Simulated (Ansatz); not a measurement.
Coupled-cluster run, CH3F2In, SMILES `F[CH2][InH][F]`.

```yaml
crystal:
  periodic: [false, false, false]
  atoms:
    - {symbol: F, position_ang: [0.649554, 1.769684, 0.838667]}
    - {symbol: C, position_ang: [-0.295969, 0.794148, 0.568247]}
    - {symbol: In, position_ang: [0.506063, -0.807877, -0.640652]}
    - {symbol: F, position_ang: [-0.987767, -2.058833, -0.925121]}
    - {symbol: H, position_ang: [-1.138760, 1.256245, 0.046964]}
    - {symbol: H, position_ang: [-0.662576, 0.388065, 1.514993]}
    - {symbol: H, position_ang: [1.929445, -1.341421, -1.403108]}
basis:
  gaussian: {orbitals: def2-TZVPP}
correlation: {method: ccsd_t}
output: {orbitals: {seedname: orbitals}}
```

```sh
$ ansatz run in.yaml --threads 2 --pin off --events-out ev --progress --plain --max-ram 4352MiB
```

The program prints (abridged):

```
Functional definition: HF
1320 factors; integrals over basis functions are off by at most 8.6e-4 eV
mean field evaluation 1: about -11637.7988 eV, gradient 4.1e1 eV
mean field evaluation 2: about -11637.8715 eV, gradient 4.1e1 eV
mean field evaluation 4: about -11641.0206 eV, gradient 2.8e0 eV
mean field evaluation 8: about -11641.0649 eV, gradient 2.9e-1 eV
mean field -11641.06514517 eV, -427.8012534877 hartree, gradient 3.2e-6 eV, S^2 0.000000; 0 other end points of the search recorded, 0 dependent functions left out
7 core orbitals not correlated: weight in the atoms' cores, before any rotation towards them, 1.000 or more for the frozen orbitals, at most 0.000 for the correlated occupied ones
reference -11641.06514517 eV, -427.8012534877 hartree; 17, 17 occupied and 161, 161 virtual orbitals, 1320 factors
second order -26.15124617 eV of doubles, -0.00000000 eV of singles
cycle   1  -25.70020148 eV  change    4.5e-1 eV  update   1.2e-1
cycle   2  -26.28025946 eV  change   -5.8e-1 eV  update   3.9e-2
cycle   3  -26.42650930 eV  change   -1.5e-1 eV  update   2.2e-2
cycle   4  -26.41911988 eV  change    7.4e-3 eV  update   6.4e-3
cycle   5  -26.41150048 eV  change    7.6e-3 eV  update   2.9e-3
cycle   6  -26.41251812 eV  change   -1.0e-3 eV  update   9.9e-4
cycle   7  -26.41278471 eV  change   -2.7e-4 eV  update   3.7e-4
cycle   8  -26.41254113 eV  change    2.4e-4 eV  update   1.3e-4
cycle   9  -26.41252530 eV  change    1.6e-5 eV  update   5.0e-5
cycle  10  -26.41259323 eV  change   -6.8e-5 eV  update   2.0e-5
cycle  11  -26.41255990 eV  change    3.3e-5 eV  update   8.4e-6
perturbative correction -0.81669194 eV, -0.0300128752 hartree
Total energy: -11668.29439701 eV, -428.8019100362 hartree
```

Run time 98 s (2 threads of an Arm Neoverse V2 on a shared host); peak host memory 2.3 GiB.

MP2 recovers 96.0 % of the CCSD(T) correlation energy and the triples give 3.0 %; T1 = 0.0149.
